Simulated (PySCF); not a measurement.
Compound: (OMe)3Si-S-SiH3, C3H12O3SSi2.
Bonds: Si1–O2, Si1–O4, Si1–O6, Si1–S8, O2–C3, O4–C5, O6–C7, S8–Si9. Hydrogens: H10, H11, H12 on C3; H13, H14, H15 on C5; H16, H17, H18 on C7; H19, H20, H21 on Si9.

Computed, not measured: PBE0-D3(BJ)/def2-SVP geometry optimisation, gas phase (PySCF).

(1) Give the optimised bond lengths and angles.

## Answers

(1) 
```tsv
bond	length (Å)
Si1–O2, Si1–O4, Si1–O6	1.639
Si1–S8	2.148
O2–C3, O4–C5, O6–C7	1.402
C3–H10 and 8 like bonds	1.103
S8–Si9	2.157
Si9–H19, Si9–H20, Si9–H21	1.491
```

Bonds in one row agree within 0.01 Å and their mean is given. A selection of angles:
```tsv
angle	degrees
O2–Si1–O4	107.9
O2–Si1–O6	114.5
O2–Si1–S8	107.2
O4–Si1–O6	105.2
O4–Si1–S8	111.3
Si1–O2–C3	127.9
Si1–O4–C5	124.2
Si1–O6–C7	129.6
Si1–S8–Si9	96.4
```

Dihedral angles: O4–Si1–O2–C3 -166° (antiperiplanar); O2–Si1–O4–C5 44° (synclinal); O2–Si1–O6–C7 -92° (anticlinal); O2–Si1–S8–Si9 -158° (antiperiplanar).

Si9 (silicon bonded to S and 3 H) is distorted tetrahedral (angles from 105.8° to 111.4°). Of the pairs four or more bonds apart, S8···H16 is among the closest relative to their van der Waals radii: 2.91 Å, 97 % of the sum of Bondi's values. Si1 (silicon bonded to 3 O and S) is distorted tetrahedral (angles from 105.2° to 114.5°).

Point group: C1 (no symmetry element, even within 0.4 Å). Not checked by PBE0-D3(BJ)/def2-SVP frequencies. One conformer, not necessarily the lowest.
